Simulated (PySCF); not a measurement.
SbF3, SMILES [Sb]([F])([F])[F]. Coordinates come from a PBE-D3(BJ)/def2-SVP optimisation. The isomer is the one that the SMILES or the coordinates give; other isomers of the formula were not compared. The def2 effective core potentials stand for the cores of Sb; spin–orbit coupling is left out.

Computed with PBE-D3(BJ)/def2-SVP (PySCF 2.14.0).

Harmonic wavenumbers (cm⁻¹): 179, 179, 221, 622, 622, 631. Rotational constants (GHz): 4.282, 4.282, 3.204; symmetry number 3.

### Question
Work out the zero-point energy and the ideal-gas rigid-rotor harmonic-oscillator thermochemistry at 298.15 K and 1 atm.

### Answer
ZPE = ½ Σ hcν = ½ × 2455 cm⁻¹ = 3.51 kcal/mol. H − E(el) = 7.23 kcal/mol. Entropy in cal/(mol K): translation 41.45, rotation 23.92, vibration 7.84, total 73.22. G − E(el) = -14.60 kcal/mol. Cp = 16.43 cal/(mol K).
